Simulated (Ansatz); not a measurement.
Q: Name a neutral molecule of C, Cl, N, Sb, Si and H with size of the dipole moment (B3LYP/def2-TZVPP) between 1.25 and 1.55 D and LUMO energy (PBE/def2-TZVPP) between -2.15 and -1.85 eV (Ansatz, PBE0-D4/def2-TZVP geometry).

A: `[NH2][Sb]1[CH2][SiH]1Cl` (1.51 D, -1.87 eV). Other molecules can fit too; these were computed, each in one conformer that needn't be the lowest.

B3LYP here is the variant with VWN-RPA as its local correlation; programs differ in this.
